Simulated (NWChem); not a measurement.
System: HgCl cation; SMILES [Cl][Hg+]

NWChem input:

```
start job
memory heap 200 mb stack 700 mb global 900 mb
charge 1
geometry units angstroms
  Hg     0.000000     0.000000    -0.421372
  Cl     0.000000     0.000000     1.856828
end
basis spherical
  * library def2-svp
end
ecp
  Hg library def2-ecp
end
dft
  xc xcamb88 1.00 lyp 0.81 vwn_5 0.19 hfexch 1.00
  cam 0.33 cam_alpha 0.19 cam_beta 0.46
  iterations 150
end
driver
  maxiter 120
end
task dft optimize
dft
  grid fine
  convergence energy 1d-8 density 1d-7
end
task dft freq numerical
```

def2 effective core potentials on Hg; no spin-orbit coupling.

The level has its own optimisation; frequencies are unscaled.

Problem. Give the results of this calculation. (CAM-B3LYP/def2-SVP with def2 effective core potentials on Hg.) Quantities: r Cl–Hg (Å); highest harmonic frequency (cm⁻¹); zero-point energy (kcal/mol).

Solution. The r Cl–Hg (Å) is 2.276 and the highest harmonic frequency (cm⁻¹) is 366. The zero-point energy (kcal/mol) is 0.5.
